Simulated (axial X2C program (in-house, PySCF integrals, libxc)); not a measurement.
# What spin–orbit coupling does to ScO

Calculated with an axial X2C code built on PySCF integrals. Spin-free means the one-electron spin-free X2C Hamiltonian; two-component (2c) means X2C with spin–orbit coupling and atomic mean-field two-electron Coulomb and Gaunt terms, so the difference of the two also holds small scalar two-electron terms. Basis: Sc dyall-cv3z [10s11p7d5f2g], O dyall-av3z [7s6p3d2f] (cores contracted in-house); Gaussian nuclei, density fitting, unrestricted open shells. Masses: Sc 44.956 u, O 15.995 u.

Spin-free state: M_S = 1/2, Λ = 0 (beyond evenly filled blocks: σα); fragments Sc + O.

```json
{"level": "PBE0", "Re (Å)": "1.645", "ωe (cm⁻¹)": "1021.5", "De (eV)": "6.980", "μ (D)": "-3.74"}
{"level": "HF", "Re (Å)": "1.649", "ωe (cm⁻¹)": "1048.4", "De (eV)": "3.160", "μ (D)": "-4.39"}
{"level": "CCSD", "Re (Å)": "1.669", "ωe (cm⁻¹)": "1001.4", "De (eV)": "6.115", "μ (D)": "n/a"}
{"level": "CCSD(T)", "Re (Å)": "1.687", "ωe (cm⁻¹)": "958.0", "De (eV)": "6.621", "μ (D)": "n/a"}
{"level": "BHandHLYP", "Re (Å)": "1.644", "ωe (cm⁻¹)": "1039.8", "De (eV)": "5.788", "μ (D)": "-4.26"}
```

Correlated methods: 9 electrons correlated (number of frozen shells: Sc 3 s, 2 p; O 1 s), 301 virtual spin orbitals or spinors in MP2, 89 natural virtuals in coupled cluster.

Dipoles are positive if O is the positive end.

Two-component determinant lowest at the distance of the search:

Ω = 1/2 (⟨Sz⟩ = 0.50, ⟨Lz⟩ = 0.00 at HF); fragments Sc + O.

```csv
level,Re (Å),ωe (cm⁻¹),De (eV),μ (D)
PBE0,1.645,1021.5,6.981,-3.73
HF,1.649,1048.3,3.153,-4.39
CCSD,1.669,1000.8,6.104,n/a
CCSD(T),1.687,958.0,6.606,n/a
BHandHLYP,1.644,1039.7,5.787,-4.26
```

Problem. From the two tables, how do the constants change at the CCSD(T) level (2c against spin-free)?

Solution. At the CCSD(T) level Re is unchanged within 0.001 Å and ωe doesn't move by more than 0.2 cm⁻¹; De changes by -0.015 eV.

Occupations by symmetry block were frozen at the best pattern of an incomplete PBE0 search. Dissociation energies refer to the lowest single-determinant-based atoms at the same level and basis. Density functionals use the spin component along the axis (collinear). CCSD and (T) use frozen natural virtuals with an MP2 correction for the truncation; (T) itself is uncorrected, so its De runs slightly low. In 2c an atomic determinant is not the ground J level, so De misses part of the atomic spin–orbit lowering. This holds for PBE0, BHandHLYP. Without a current term, density functionals place determinants with orbital angular momentum somewhat too high. The outer-core s and p shells of the metal are frozen in the correlated rows, which leaves out core–valence correlation; for alkali and alkaline-earth bonds that tends to lengthen them. The determinant is spin-polarised beyond a pure state at some levels (its spin-free form has ⟨S²⟩ too high), which makes Re and μ there less reliable.
